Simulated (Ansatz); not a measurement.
Geometry optimisation, Ansatz 0.2.0, RKS PBE-D4/def2-SVP.

Input file:

```yaml
crystal:
  periodic: [false, false, false]
  atoms:
    - { symbol: Ti, position_ang: [-0.441043, 0.0, -0.506464] }
    - { symbol: Cl, position_ang: [0.097217, 0.0, 3.028364] }
    - { symbol: Cl, position_ang: [1.695648, 0.0, -0.094681] }
    - { symbol: Cl, position_ang: [-1.051095, 1.79013, -1.548935] }
    - { symbol: Cl, position_ang: [-1.051095, -1.79013, -1.548935] }
    - { symbol: H, position_ang: [-1.590339, 0.0, 0.74039] }
    - { symbol: H, position_ang: [-1.150493, 0.0, 2.544961] }
basis:
  gaussian: { orbitals: def2-SVP }
hamiltonian:
  xc: pbe
  dispersion: d4
relax:
  f_tol: 0.03
  max_steps: 50
```

Command:

```bash
$ ansatz run input.yaml --threads 4 --pin off --max-ram 5120MiB --backend cpu --events-out ev --progress --plain --runs-dir out
```

**Question.** Where does it end, and by what steps?

**Answer.** The run converged. The force dipped under the threshold on the way, but the program's further checks kept it going. After 13 steps the energy has fallen by 0.123 eV; Cl2 moved furthest, 0.74 Å.

| step | energy less start (eV) | largest force component (eV/Å) | accepted |
| --- | --- | --- | --- |
| 0 | 0.0000 | 0.834 | yes |
| 1 | -0.0170 | 1.031 | yes |
| 2 | -0.0266 | 0.529 | yes |
| 3 | -0.0763 | 0.532 | yes |
| 4 | -0.0918 | 0.120 | yes |
| 5 | -0.1133 | 0.072 | yes |
| 6 | -0.1165 | 0.046 | yes |
| 7 | -0.1181 | 0.121 | yes |
| 8 | -0.0912 | 1.141 | no |
| 9 | -0.1213 | 0.013 | yes |
| 10 | -0.1173 | 0.466 | no |
| 11 | -0.1220 | 0.082 | yes |
| 12 | -0.1222 | 0.074 | yes |
| 13 | -0.1226 | 0.006 | yes |

```xyz
7
Properties=species:S:1:pos:R:3
Ti -0.476 0.000 -0.695
Cl -0.399 0.000 3.576
Cl 1.616 0.000 -0.140
Cl -1.186 1.828 -1.607
Cl -1.186 -1.828 -1.608
H -1.243 0.000 0.810
H -0.617 0.000 2.279
```

Run time: 11 s on 4 threads of Intel(R) Xeon(R) 6975P-C (Granite Rapids), with other jobs on the host, peak memory 0.2 GiB.
